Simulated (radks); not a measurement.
Values are calculated unless marked as measured or tabulated.
The zirconium ion Zr2+ inside a hard spherical wall (all orbitals vanish at R), configuration held at [Kr] 4d2 and not refilled when levels cross. Code: a radial shooting solver on a logarithmic mesh with Libxc functionals. Model: scalar-relativistic Kohn-Sham, PBEsol, spin-unpolarised, spherical densities, point nucleus. Eigenvalues in eV, with the zero of energy where the potential of the charges vanishes at infinity; a dash marks a level that is unbound or too diffuse for the functional's potential to be trusted. A positive occupied level is held by the wall or, in an anion where self-interaction has pushed it up, behind a barrier. The pressure on the wall is -dE/dV.

R (bohr),E (hartree),kinetic (hartree),e(3d),e(4s),e(4p),e(4d),"e(5s, empty)","e(5p, empty)",pressure (GPa)
free,-3595.74504,3696.951,-189.22,-68.928,-46.878,-17.266,-15.903,-11.494,0
15,-3595.74504,3696.951,-189.22,-68.928,-46.878,-17.266,-15.903,-11.494,< 0.0001
8,-3595.74496,3696.952,-189.22,-68.920,-46.871,-17.259,-15.880,-11.377,0.00581
7,-3595.74452,3696.957,-189.19,-68.892,-46.844,-17.232,-15.790,-11.106,0.0443
6,-3595.74208,3696.977,-189.06,-68.780,-46.738,-17.116,-15.421,-10.285,0.326
4,-3595.66045,3697.449,-187.12,-67.199,-45.235,-15.005,-8.858,-0.327,21.7
3.5,-3595.53351,3698.144,-185.20,-65.750,-43.793,-12.754,-1.970,8.702,77.7
3,-3595.15914,3700.133,-180.99,-62.701,-40.569,-7.830,12.699,26.557,329
2.5,-3593.90657,3706.175,-171.26,-55.435,-32.412,3.813,46.232,64.638,1660
2,-3589.21675,3725.184,-148.87,-35.342,-9.297,33.954,130.02,154.36,10200
1.5,-3569.00865,3791.877,-97.156,34.899,69.046,124.47,371.15,400.28,84100
